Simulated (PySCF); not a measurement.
AlN, triplet (typed; the unrestricted solution is spin-contaminated), at a GFN2-xTB geometry (such geometries of metal compounds can be far from the true shape), with bond 2-1 at 2.0 times its length. Base run: CAMB3LYP/def2-SVP run with PySCF.

Geometry (Å):
```xyz
2

Al     0.0000     0.0000    -0.5973
N      0.0000     0.0000     2.8160
```
Charge 0, spin multiplicity 3.
Orbitals are unrestricted.
All else is at PySCF's defaults.
Base energy -296.77915 Eh.

Each row names what was changed in the base input (with any setting that the change needs).

```
change                                       ΔE vs base (mEh)  SCF cycles  <S^2>               outcome
-------------------------------------------  ----------------  ----------  -----  --------------------
base                                                    0.000          19  2.138             converged
init_guess = 1e                                       -22.176          27  2.958  another SCF solution
init_guess = huckel                                         -          50      -         not converged
diis_space = 20                                         0.000          19  2.138             converged
init_guess = sap                                       32.273          40  2.033  another SCF solution
damp = 0.5; diis_start_cycle = 5                      -31.449          15  2.732  another SCF solution
conv_tol = 1e-4                                        -0.140          13  2.083             converged
diis_space = 12                                         0.000          19  2.138             converged
conv_tol = 1e-12                                        0.000          20  2.138             converged
init_guess = mod_huckel                                32.273          38  2.033  another SCF solution
conv_tol_grad = 1e-3                                    0.000          19  2.138             converged
level_shift = 0.1 (with mf.max_cycle = 100)           -31.449          17  2.732  another SCF solution
DIIS = ADIIS                                          -31.449          26  2.732  another SCF solution
```

A guess, shift, damping, solver or small numerical setting can't move a converged solution much, so rows marked as another SCF solution ended in a different state.

Open shells are given as the SCF converged; they aren't shown to be the lowest states, and a large step between rows can be another state.
